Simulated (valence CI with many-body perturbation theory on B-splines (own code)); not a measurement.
**Energy levels of Ag²³⁺**

Level of theory: valence CI with perturbative core correlation (CI+MBPT): six valence electrons over a frozen Dirac-Fock core [Ar], radial functions for each j: 7 s, 7 p, 8 d, 6 f, 4 g, 1 h, with the one-electron correlation potential Σ1, the two-electron term Σ2, the three-electron term Σ3, Breit, model QED; selected CI, second order for the rest, scaled by the run's own slope (own B-spline code, finite nucleus).

No measured spectrum was set against this ion. As an estimate, terms of the open shell hold to 2 to 4 % of their energy, and close levels can change places. Core correlation moves these levels by up to 10000 cm⁻¹, and in measured spectra 5 to 20 % of such shifts remained as error; rates that hang on mixing are uncertain with them. Among the levels kept, up to 920 cm⁻¹ of a level comes from second order outside the variational space, and about a tenth of that is noise between levels of different J, which matters for small intervals. Only levels of the ground parity were solved; by the run's estimate the other parity begins above the list, which can be wrong where configurations are misplaced.

Levels 1 to 34 of 34, with energies above the lowest level, 3d⁶ ⁵D_4. "Leading %" is the weight of the configuration and term that name the level; weights of strongly mixed levels are sums over their largest components and can fall short. Lifetimes count E1, E2, E3, M1 and M2 decay at the calculated energies, and are blank where another channel may lead or the interval is too uncertain; long ones can be off by a factor of two.

```
No.  Configuration  Term  J  E (eV)  Leading %  Second component      g  Lifetime
  1            3d⁶    ⁵D  4   0.000         81       16 % 3d⁶ ³F  1.442          
  2            3d⁶    ⁵D  2   3.565         58       30 % 3d⁶ ³P  1.446     586 s
  3            3d⁶    ⁵D  3   4.135         92        6 % 3d⁶ ³F  1.468    859 μs
  4            3d⁶    ⁵D  1   6.026         81       16 % 3d⁶ ³P  1.467   1.99 ms
  5            3d⁶    ⁵D  0   6.138         75       19 % 3d⁶ ³P           10.7 s
  6            3d⁶    ³H  4   9.585         25       22 % 3d⁶ ³G  1.063    300 μs
  7            3d⁶    ³H  6  11.935         84       16 % 3d⁶ ¹I  1.137   66900 s
  8            3d⁶    ³H  5  12.030         52       48 % 3d⁶ ³G  1.111   2.72 ms
  9            3d⁶    ³P  2  12.650         42       40 % 3d⁶ ⁵D  1.410    118 μs
 10            3d⁶    ³F  3  14.259         54       32 % 3d⁶ ³G  1.003    264 μs
 11            3d⁶    ³F  2  14.641         72       16 % 3d⁶ ¹D  0.819    357 μs
 12            3d⁶    ³H  4  16.862         56       35 % 3d⁶ ³F  1.001    171 μs
 13            3d⁶    ¹S  0  17.409         57       24 % 3d⁶ ³P          96.5 μs
 14            3d⁶    ³G  4  18.715         64       21 % 3d⁶ ¹G  1.068    477 μs
 15            3d⁶    ³G  5  18.780         52       48 % 3d⁶ ³H  1.116    346 μs
 16            3d⁶    ³D  1  18.805         64       26 % 3d⁶ ³P  0.850    170 μs
 17            3d⁶    ³D  2  19.199         67       16 % 3d⁶ ³P  1.151    448 μs
 18            3d⁶    ³D  3  20.467         54       29 % 3d⁶ ³F  1.218    167 μs
 19            3d⁶    ³G  3  20.873         55       26 % 3d⁶ ³D  0.959    238 μs
 20            3d⁶    ¹I  6  21.301         84       16 % 3d⁶ ³H  1.023    385 μs
 21            3d⁶    ³P  1  22.896         66       29 % 3d⁶ ³D  1.210   97.9 μs
 22            3d⁶    ³P  0  23.275         96                             399 μs
 23            3d⁶    ¹F  3  24.247         61       35 % 3d⁶ ³F  1.017    400 μs
 24            3d⁶    ¹G  4  25.165         64       20 % 3d⁶ ³F  1.022    155 μs
 25            3d⁶    ¹D  2  25.846         57       18 % 3d⁶ ³F  1.038    142 μs
 26            3d⁶    ³P  1  29.017         93                    1.462   72.3 μs
 27            3d⁶    ³F  4  31.050         79       10 % 3d⁶ ¹G  1.198          
 28            3d⁶    ³F  2  31.562         91        6 % 3d⁶ ³D  0.709    108 μs
 29            3d⁶    ³P  0  33.726         56       38 % 3d⁶ ¹S          40.9 μs
 30            3d⁶    ³P  2  35.380         78       12 % 3d⁶ ¹D  1.401   83.5 μs
 31            3d⁶    ³F  3  35.466         59       26 % 3d⁶ ¹F  1.066   88.4 μs
 32            3d⁶    ¹G  4  35.958         80       16 % 3d⁶ ³F  1.034   87.7 μs
 33            3d⁶    ¹D  2  44.561         96                    1.000          
 34            3d⁶    ¹S  0  56.489         96        4 % 3d⁶ ³P          37.1 μs
```

Names give the largest LS component (configuration and term), which can be under half, so a name can repeat, a term be missing and a line seem to break the LS rules; names also repeat where a configuration has a term twice.

Where two levels of one J and parity lie close, their mixing, g and order are uncertain.

The ionisation energy to 3d⁵ ⁶S5/2 of the next ion comes out as 1149.6 eV (NIST: 1149 ± 4 eV (theoretical)). All 34 levels together are meant to be complete up to 58.750 eV.
